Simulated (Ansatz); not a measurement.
`[NH2][Mo](=[O])(=[O])[Cl]` + H₂O → `[O]=[Mo](=[O])([OH])[Cl]` + NH₃ at 500 K and 1 bar (formal hydrolysis of a Mo–N bond).

Calculated with Ansatz (gas phase, PBE0-D4/def2-TZVP geometries, no zero-point term in ΔE). CCSD(T)/CBS adds triple-zeta CCSD(T) − MP2 to the extrapolated MP2 energy (def2 sets, frozen cores). This one scheme is used for every species. Elements past krypton have def2 core potentials. For Mo outer-core shells are correlated without core-valence functions, which leaves a few kJ/mol of doubt a bond. Each species was taken in one conformer, which may not be the lowest.

```
                    species  CCSD(T)/CBS energy (Eh)  H − E (kJ/mol)  S (J/(mol·K))
`[NH2][Mo](=[O])(=[O])[Cl]`               -734.32634           130.0          398.2
                        H₂O                -76.37941            73.2          206.3
 `[O]=[Mo](=[O])([OH])[Cl]`               -754.20258            95.6          391.6
                        NH₃                -56.50880           108.2          211.8
```

H − E and S are ideal-gas, rigid-rotor, harmonic terms from PBE0-D4/def2-TZVP, for one conformer and one mirror image of each species. 1 Eh = 2625.50 kJ/mol, R = 8.31446 J/(mol·K).

By hand: ΔE, ΔH, ΔS and ΔG.

ΔE = (-754.20258) + (-56.50880) − (-734.32634) − (-76.37941) = -0.00563 Eh = -14.8 kJ/mol. Δ(H − E) = 95.6 + 108.2 − 130.0 − 73.2 = 0.6, so ΔH = -14.2 kJ/mol. ΔS = 391.6 + 211.8 − 398.2 − 206.3 = -1.1 J/(mol·K). ΔG = -14.2 − 500 × (-1.1)/1000 = -13.6 kJ/mol.

By hand: the equilibrium constant, and the temperature at which ΔG would vanish if ΔH and ΔS stayed fixed.

log₁₀ K = −ΔG/(RT ln 10) = 1.4. ΔG = 0 at ΔH/ΔS = 12909 K, far beyond where these terms or the molecules hold.

The number of gas molecules stays the same, so ΔS is small and ΔH decides. A doubt of 5 kJ/mol in ΔE shifts log₁₀ K by 0.5 here. Other conformers and mirror images would add mixing entropy, several J/(mol·K) or more a flexible species. These are equilibria of isolated gas molecules and say nothing of rates. Largest T1 diagnostic: 0.024 (customary marks: 0.02 for closed shells, 0.045 for open ones).
